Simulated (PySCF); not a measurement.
C6H5NSi.
SMILES: `C1=C(C#CC#N)[SiH2]C1`

The calculation used PySCF 2.14.0, density-fitted response routines, TDDFT CAM-B3LYP/def2-SVPD, vertical, gas phase, core orbitals frozen in the response. Geometry: GFN2-xTB; no solvent, vibrations or thermal averaging.

**Question.** What does the calculation give for the low-lying excited states?

**Answer.** 

```
state  E (eV)  λ (nm)       f  |μ| (D)  main configurations (H = HOMO, L = LUMO)
   S1    4.29   288.8  0.0001     0.09                               H-1→L (93%)
   S2    4.60   269.5   0.123     2.66                  H→L (67%), H-1→L+1 (25%)
   S3    4.74   261.7  0.0000     0.03                               H→L+1 (85%)
   S4    6.21   199.7  0.0000     0.03                               H-2→L (90%)
   S5    6.31   196.4   0.819     5.85     H-1→L+1 (33%), H→L (24%), H-3→L (20%)
   S6    6.31   196.3   0.016     0.81                  H→L+2 (42%), H-4→L (30%)
   S7    6.46   191.9  0.0004     0.13    H-4→L (45%), H→L+2 (34%), H-1→L+4 (9%)
   S8    6.91   179.4  0.0009     0.19                   H→L+3 (76%), H→L+2 (8%)
```

Triplets, Tamm–Dancoff:

| state | E (eV) | λ (nm) | main configurations (H = HOMO, L = LUMO) |
| --- | --- | --- | --- |
| T1 | 3.02 | 410.9 | H→L (92%) |
| T2 | 3.99 | 311.0 | H-1→L (81%), H→L+1 (10%) |
| T3 | 4.22 | 294.0 | H-1→L+1 (76%) |

The lowest singlet comes at 289 nm (414 kJ/mol) in the ultraviolet; it is dark (f under 0.0005); its leading configuration is HOMO-1→LUMO (93%). The strongest level in the table is S5 at 6.31 eV (196 nm, f = 0.819). S5/S6 lie within about 0.01 eV of each other. Löwdin shares by element: HOMO carbon 69% or more (atoms not listed hold the other 31%); LUMO carbon 68% or more (atoms not listed hold the other 32%). The oscillator strengths of these states sum to 0.960; summed over the whole spectrum of an exact calculation they would give the number of electrons, 62 (Thomas–Reiche–Kuhn). Orbital energies (eV): HOMO-3 -11.10, HOMO-2 -10.59, HOMO-1 -9.19, HOMO -8.65, LUMO -1.08, LUMO+1 -0.21, LUMO+2 0.55. Weighted by f, the mean energy of these states is 6.09 eV. No computed singlet lies in the visible range (380 to 750 nm); the lowest, at 289 nm, stands 1.03 eV above its violet end (3.26 eV); a Tamm–Dancoff triplet lies at 411 nm, without intensity as long as spin–orbit coupling is left out. The window holds the lowest 8 singlets.
